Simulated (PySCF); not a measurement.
C₃H₄N₂O, SMILES N1CN=COC=1.

Geometry optimised at PBE0-D3(BJ)/def2-SVP. Other conformers were not sampled.

Calculation: ωB97X/def2-TZVP (PySCF).

The molecule is in vacuum.

Computed frontier levels, gap, dipole moment and polarisability:
```yaml
highest_occupied_level: -9.89 eV
lowest_empty_level: 1.53 eV
orbital_gap: 11.42 eV
dipole_moment: 1.27 D
quadrupole, principal values (traceless, Buckingham form, about the centre of nuclear charge): -3.21, 0.82, 2.38 D·Å
mean_static_polarisability: 47.4 bohr³ (7.02 Å³)
polarisability_principal_values: 33.1, 48.8, 60.3 bohr³
```
